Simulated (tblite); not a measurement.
Species: C₄H₃ClO₂S₂.
SMILES with atom numbers: `[O:1]=[S:2](=[O:3])([Cl:4])[c:5]1[cH:6][cH:7][cH:8][s:9]1` (hydrogens: H10 on C6; H11 on C7; H12 on C8)

Computed with GFN2-xTB (tblite), gas phase: L-BFGS steps from a force-field or distance-geometry start until the largest atomic force falls under 0.01 eV/Å.

Step 18: E = -795.7435 eV
```
atom  x, y, z in Å  |  force x, y, z in eV/Å
O1     -2.3311   -0.4583    1.7655   -0.022   0.019  -0.001
S2     -2.0844   -0.1388    0.3988   -0.021   0.007  -0.004
O3     -2.6618   -0.9355   -0.6311    0.012  -0.027   0.010
Cl4    -2.7310    1.7700    0.1188   -0.008   0.006  -0.016
C5     -0.3633    0.0348    0.1323    0.009  -0.017  -0.004
C6      0.4162   -0.6644   -0.7359    0.026   0.012  -0.004
C7      1.7762   -0.3115   -0.6027    0.001   0.025   0.018
C8      1.9729    0.6384    0.3540    0.004  -0.010   0.026
S9      0.5131    1.1192    1.1229    0.040  -0.047  -0.009
H10     0.0249   -1.3887   -1.4259   -0.004   0.013   0.011
H11     2.5693   -0.7467   -1.1841   -0.039   0.022  -0.001
H12     2.9002    1.0807    0.6613    0.000  -0.004  -0.026
```

Step 19: E = -795.7438 eV
```
atom  x, y, z in Å  |  force x, y, z in eV/Å
O1     -2.3340   -0.4550    1.7670   -0.018   0.005  -0.020
S2     -2.0839   -0.1401    0.3997   -0.020   0.033   0.006
O3     -2.6590   -0.9367   -0.6315    0.005  -0.041   0.018
Cl4    -2.7298    1.7682    0.1158   -0.008   0.011  -0.018
C5     -0.3629    0.0337    0.1345    0.006  -0.022  -0.002
C6      0.4160   -0.6639   -0.7353    0.021   0.005  -0.015
C7      1.7757   -0.3114   -0.6036    0.009   0.026   0.015
C8      1.9730    0.6380    0.3533    0.012  -0.009   0.034
S9      0.5147    1.1167    1.1242    0.024  -0.022   0.019
H10     0.0229   -1.3856   -1.4264   -0.005  -0.001   0.003
H11     2.5691   -0.7456   -1.1851   -0.039   0.017  -0.009
H12     2.8994    1.0808    0.6614    0.012  -0.003  -0.029
```

Step 20: E = -795.7441 eV
```
atom  x, y, z in Å  |  force x, y, z in eV/Å
O1     -2.3377   -0.4513    1.7683   -0.014  -0.006  -0.033
S2     -2.0838   -0.1411    0.4005   -0.012   0.046   0.010
O3     -2.6558   -0.9389   -0.6313   -0.002  -0.048   0.025
Cl4    -2.7283    1.7665    0.1120   -0.010   0.018  -0.023
C5     -0.3624    0.0322    0.1369    0.001  -0.020   0.005
C6      0.4160   -0.6632   -0.7349    0.005   0.000  -0.021
C7      1.7754   -0.3108   -0.6043    0.012   0.019   0.006
C8      1.9734    0.6374    0.3531    0.020  -0.008   0.036
S9      0.5169    1.1136    1.1261   -0.003   0.004   0.050
H10     0.0205   -1.3822   -1.4269   -0.002  -0.016  -0.007
H11     2.5680   -0.7440   -1.1865   -0.027   0.010  -0.022
H12     2.8990    1.0809    0.6609    0.031   0.001  -0.026
```

Step 21: E = -795.7446 eV
```
atom  x, y, z in Å  |  force x, y, z in eV/Å
O1     -2.3431   -0.4462    1.7696   -0.009  -0.015  -0.039
S2     -2.0838   -0.1419    0.4015    0.004   0.043   0.006
O3     -2.6512   -0.9431   -0.6304   -0.009  -0.045   0.034
Cl4    -2.7262    1.7645    0.1062   -0.014   0.027  -0.030
C5     -0.3616    0.0300    0.1405   -0.003  -0.011   0.018
C6      0.4160   -0.6619   -0.7347   -0.019  -0.004  -0.020
C7      1.7749   -0.3096   -0.6052    0.010   0.007  -0.007
C8      1.9742    0.6363    0.3537    0.025  -0.007   0.033
S9      0.5199    1.1092    1.1298   -0.037   0.026   0.080
H10     0.0171   -1.3775   -1.4277    0.004  -0.029  -0.018
H11     2.5660   -0.7416   -1.1889   -0.005   0.001  -0.038
H12     2.8991    1.0811    0.6596    0.053   0.006  -0.018
```

Problem. Estimate the geometry and energy of step 22. (The exact step hangs on the optimiser's Hessian estimate; all steps are aligned on step 21, rigid shifts and turns removed.)

Solution. E = -795.7455 eV, largest force 0.130 eV/Å
```
atom  x, y, z in Å  |  force x, y, z in eV/Å
O1     -2.3526   -0.4378    1.7712    0.000  -0.023  -0.038
S2     -2.0839   -0.1427    0.4029    0.024   0.022  -0.002
O3     -2.6436   -0.9510   -0.6280   -0.016  -0.030   0.044
Cl4    -2.7228    1.7616    0.0955   -0.021   0.040  -0.043
C5     -0.3602    0.0261    0.1468   -0.006   0.006   0.035
C6      0.4157   -0.6597   -0.7345   -0.050  -0.005  -0.009
C7      1.7742   -0.3072   -0.6066    0.000  -0.009  -0.022
C8      1.9758    0.6343    0.3555    0.024  -0.004   0.023
S9      0.5244    1.1020    1.1375   -0.070   0.041   0.102
H10     0.0115   -1.3701   -1.4294    0.017  -0.041  -0.028
H11     2.5623   -0.7375   -1.1939    0.024  -0.006  -0.057
H12     2.9003    1.0814    0.6570    0.074   0.009  -0.004
```

The energy changes by -0.0008 eV. The first-order estimate −F·Δx gives -0.0011 eV and the mean of the old and new forces, exact on a quadratic surface, -0.0008 eV. The step makes an angle of 76° with the force vector and moves no atom by more than 0.013 Å.

Run on one thread, x86-64 server, no GPU (shared host).
